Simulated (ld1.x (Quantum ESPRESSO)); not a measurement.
Reading a pseudo-wave (O (Z = 8))

Columns: radius, all-electron u(r) and pseudo u(r) of the 2s shell (level -23.71 eV) of oxygen in the configuration [He] 2s2 2p4; LDA (PZ), non-relativistic, TM scheme, ld1.x (Quantum ESPRESSO) 7.5.

```json
{"r (bohr)": "0.108", "all-electron": "0.4212", "pseudo": "-0.0988"}
{"r (bohr)": "0.215", "all-electron": "0.2043", "pseudo": "-0.2120"}
{"r (bohr)": "0.322", "all-electron": "-0.1471", "pseudo": "-0.3540"}
{"r (bohr)": "0.430", "all-electron": "-0.4663", "pseudo": "-0.5291"}
{"r (bohr)": "0.538", "all-electron": "-0.7019", "pseudo": "-0.7103"}
{"r (bohr)": "0.645", "all-electron": "-0.8511", "pseudo": "-0.8513"}
{"r (bohr)": "0.752", "all-electron": "-0.9305", "pseudo": "-0.9305"}
{"r (bohr)": "0.860", "all-electron": "-0.9570", "pseudo": "-0.9570"}
{"r (bohr)": "0.968", "all-electron": "-0.9453", "pseudo": "-0.9453"}
{"r (bohr)": "1.075", "all-electron": "-0.9089", "pseudo": "-0.9089"}
{"r (bohr)": "1.182", "all-electron": "-0.8571", "pseudo": "-0.8571"}
{"r (bohr)": "1.290", "all-electron": "-0.7961", "pseudo": "-0.7961"}
{"r (bohr)": "1.398", "all-electron": "-0.7313", "pseudo": "-0.7313"}
{"r (bohr)": "1.505", "all-electron": "-0.6666", "pseudo": "-0.6666"}
{"r (bohr)": "1.612", "all-electron": "-0.6036", "pseudo": "-0.6036"}
{"r (bohr)": "1.720", "all-electron": "-0.5431", "pseudo": "-0.5431"}
{"r (bohr)": "1.828", "all-electron": "-0.4865", "pseudo": "-0.4865"}
{"r (bohr)": "1.935", "all-electron": "-0.4346", "pseudo": "-0.4346"}
{"r (bohr)": "2.042", "all-electron": "-0.3871", "pseudo": "-0.3871"}
{"r (bohr)": "2.150", "all-electron": "-0.3435", "pseudo": "-0.3435"}
{"r (bohr)": "2.258", "all-electron": "-0.3041", "pseudo": "-0.3041"}
{"r (bohr)": "2.365", "all-electron": "-0.2690", "pseudo": "-0.2690"}
{"r (bohr)": "2.472", "all-electron": "-0.2376", "pseudo": "-0.2376"}
{"r (bohr)": "2.580", "all-electron": "-0.2092", "pseudo": "-0.2092"}
{"r (bohr)": "2.688", "all-electron": "-0.1841", "pseudo": "-0.1841"}
{"r (bohr)": "2.795", "all-electron": "-0.1619", "pseudo": "-0.1619"}
```

Task: How many radial nodes do the two functions have?

Result: The all-electron 2s function has n − l − 1 = 1; the pseudo-wave has 0, since the states of the same l below it are removed with the core.

Task: At about which radius was the pseudo-wave matched?

Result: 0.75 bohr, where the columns begin to agree (steps of 0.11 bohr).

Task: Is the pseudo-wave norm-conserving?

Result: Yes: the TM scheme keeps the norm inside the radius equal to the all-electron one, which fixes the energy derivative of the logarithmic derivative at the level.
